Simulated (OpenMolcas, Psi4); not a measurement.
# A ladder of methods for TaF5 (tantalum pentafluoride)

TaF5: 6 atoms, total charge 0, spin state singlet. SMILES: `F[Ta](F)(F)(F)F`. Geometry: relaxed at PBE0-D4/def2-TZVP.

```jsonl
{"atom": "F", "x (Å)": "-1.0302", "y (Å)": "-1.2898", "z (Å)": "0.8906"}
{"atom": "Ta", "x (Å)": "0.0001", "y (Å)": "-0.0001", "z (Å)": "0.0000"}
{"atom": "F", "x (Å)": "1.5422", "y (Å)": "-0.8618", "z (Å)": "0.5357"}
{"atom": "F", "x (Å)": "-0.8062", "y (Å)": "-0.4581", "z (Å)": "-1.5962"}
{"atom": "F", "x (Å)": "1.0301", "y (Å)": "1.2900", "z (Å)": "-0.8904"}
{"atom": "F", "x (Å)": "-0.7360", "y (Å)": "1.3197", "z (Å)": "1.0602"}
```

Quantity: the energy change with the Ta2–F4 bond stretched from 1.846 to 3.323 Å, in eV. The values are calculated.

```
                                         level                    kind     program  value (eV)  CPU time (all runs)
     HF/def2-SVP (core potential) (restricted)            Hartree–Fock        Psi4        6.89                 29 s
  SVWN5/def2-SVP (core potential) (restricted)                     LDA        Psi4        5.82                 57 s
   TPSS/def2-SVP (core potential) (restricted)                meta-GGA  OpenMolcas        5.40              1.7 min
  B3LYP/def2-SVP (core potential) (restricted)           global hybrid  OpenMolcas        5.72                 60 s
wB97X-V/def2-SVP (core potential) (restricted)  range-separated hybrid        Psi4        6.29              3.5 min
 B2PLYP/def2-SVP (core potential) (restricted)           double hybrid  OpenMolcas        5.71                 50 s
    MP2/def2-SVP (core potential) (restricted)     perturbation theory        Psi4        6.15                 33 s
    MP3/def2-SVP (core potential) (restricted)     perturbation theory        Psi4        6.65                 24 s
   CCSD/def2-SVP (core potential) (restricted)   coupled cluster or CI        Psi4        6.19              7.9 min
```

The first shape isn't each level's own minimum. The values span 5.40 to 6.89 eV. CPU times are rough (shared hosts, several kinds of processor): they show what a rung costs within a factor of a few.
